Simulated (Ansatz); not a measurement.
System: CoI₂, charge 0, multiplicity 4. The spin state was set by rule; other spins were not relaxed. 
Coordinates optimised at B3LYP-D3(BJ)/def2-TZVP (Ansatz, a quantum-chemistry and plane-wave program):
```xyz
3

Co     0.0000     0.0000     0.0000
I      0.0000     0.0000    -2.4310
I      0.0000     0.0000     2.4310
```
Charge 0, spin multiplicity 4.

Computed values are from Ansatz. Valence correlation only, unless marked. UHF or UKS for open shells. Spin-orbit coupling is left out. The frozen core is the preceding noble-gas configuration, with the filled d and f shells of earlier blocks. In def2 rows, elements after Kr have scalar-relativistic effective core potentials. CBS marks a two-point X^-3 extrapolation of the correlation energy; Hartree-Fock from the larger set. [CCSD(T)-MP2]/basis is that difference in the basis named.

```
Quantity                                                                                      Value
---------------------  ----------------------------------------------------------------------------
atomisation energy De  137.7 kcal/mol at RI-MP2/CBS(def2-TZVPP,def2-QZVPP)+[CCSD(T)-MP2]/def2-TZVPP
total energy            -1975.5788 Eh at RI-MP2/CBS(def2-TZVPP,def2-QZVPP)+[CCSD(T)-MP2]/def2-TZVPP
dipole moment                                                           0.00 D at CCSD(T)/def2-SVPD
T1 diagnostic                                                              0.036 at CCSD/def2-TZVPP
```
